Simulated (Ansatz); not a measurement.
Input file for Ansatz (a program for electronic structure): U-CCSD(T)/cc-pVDZ on N (SMILES [N]).

Ansatz 0.2 input:
```yaml
crystal:
  periodic: [false, false, false]
  atoms:
    - {symbol: N, position_ang: [0.00000000, 0.00000000, 0.00000000]}
basis:
  gaussian:
    orbitals: cc-pVDZ
magnetization: {spin_polarized: true, initial_magnetization: 3}
correlation: {method: ccsd_t, electrons: outside_noble_gas}
scf: {omitted_lower_state_checks: [cluster_reference]}
```

Program output:

```
WARN ansatz: RAYON_NUM_THREADS=1 ignored (pool sized by the plan → 1); use --threads N
Functional definition: HF
these checks for a lower state are left out or cut short: cluster_reference
integrals: 0.00 GiB planned
71 factors; integrals over basis functions are off by at most 1.1e-4 eV
mean field: 0.04 GiB planned
mean field evaluation 1: about -1479.9708 eV, gradient 4.0e0 eV
mean field evaluation 2: about -1479.9713 eV, gradient 4.0e0 eV
mean field evaluation 4: about -1480.0576 eV, gradient 1.2e-1 eV
mean field evaluation 8: about -1480.0576 eV, gradient 2.2e-5 eV
mean field -1480.05762416 eV, -54.3911144687 hartree, gradient 6.0e-7 eV, S^2 3.754031; 0 other end points of the search recorded, 0 dependent functions left out
1 core orbitals not correlated
reference -1480.05762416 eV, -54.3911144687 hartree; 4, 1 occupied and 9, 12 virtual orbitals, 71 factors
second order -1.92493528 eV of doubles, -0.00000000 eV of singles
coupled cluster: 0.04 GiB planned
cycle   1  -2.26866942 eV  change   -3.4e-1 eV  update   2.8e-2
cycle   2  -2.35730785 eV  change   -8.9e-2 eV  update   8.0e-3
cycle   3  -2.36071076 eV  change   -3.4e-3 eV  update   1.8e-3
cycle   4  -2.36089582 eV  change   -1.9e-4 eV  update   2.8e-4
cycle   5  -2.36080599 eV  change    9.0e-5 eV  update   5.0e-5
cycle   6  -2.36085127 eV  change   -4.5e-5 eV  update   6.2e-6
cycle   7  -2.36084345 eV  change    7.8e-6 eV  update   7.3e-7
cycle   8  -2.36084456 eV  change   -1.1e-6 eV  update   1.0e-7
perturbative correction -0.01707069 eV, -0.0006273361 hartree
Total energy: -1482.43553940 eV, -54.4785012421 hartree
Checks for a lower state left out: cluster_reference
```

The run converged.

Cost: about 0.3 core-seconds (a rough figure).
